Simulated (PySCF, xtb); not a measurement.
Zr(H)3(SH) (H4SZr), SMILES [SH][ZrH3], multiplicity 1.

GFN2-xTB (xtb 6.7.1) at its own geometry gives an orbital gap of 1.62 eV and a dipole moment of 3.35 D.

Geometry optimised at PBE0-D3(BJ)/def2-TZVP. The spin state was assumed, not searched. The def2 effective core potentials stand for the cores of Zr; spin–orbit coupling is left out.

Q: What does PBE/def2-TZVPD run with PySCF give? (Estimate from the structure and the level; the computed values follow.)

A: gap 3.52 eV (levels -6.96 and -3.43 eV), dipole 0.73 D.
